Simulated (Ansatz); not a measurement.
`F[C@@H]([SiH3])[C@@H](F)Cl` + `[NH2][SbH][OH]` → `[OH][SbH][NH][SiH3]` + `FCC(F)Cl`  (ligand exchange at the Si–C bond)

Gas-phase electronic energies from Ansatz, PBE0-D4/def2-TZVP geometries. CCSD(T)/CBS adds triple-zeta CCSD(T) − MP2 to the extrapolated MP2 energy (def2 sets, frozen cores). Functionals use def2-TZVPP. def2 core potentials past Kr. For Sb outer-core shells are correlated without core-valence functions, which leaves a few kJ/mol of doubt a bond. Each species was taken in one conformer, which may not be the lowest.

| species | ωB97X-V energy (Eh) |
| --- | --- |
| `F[C@@H]([SiH3])[C@@H](F)Cl` | -1028.52019 |
| `[NH2][SbH][OH]` | -372.64353 |
| `[OH][SbH][NH][SiH3]` | -663.32502 |
| `FCC(F)Cl` | -737.87170 |

(1) Work out ΔE.

Largest T1 diagnostic among the species: 0.014.

## Answers

(1) ΔE = (-663.32502) + (-737.87170) − (-1028.52019) − (-372.64353) = -0.03300 Eh = -86.6 kJ/mol. CCSD(T)/CBS gives -91.1 kJ/mol.

From PBE to PBE0 (25 % exact exchange), in def2-TZVPP and without D4, ΔE moves by −6.1 kJ/mol. In def2-TZVPP, CCSD(T) changes the Hartree–Fock value by +11.4 kJ/mol (the triples alone add +1.4 kJ/mol) and MP2 by +6.7 kJ/mol.
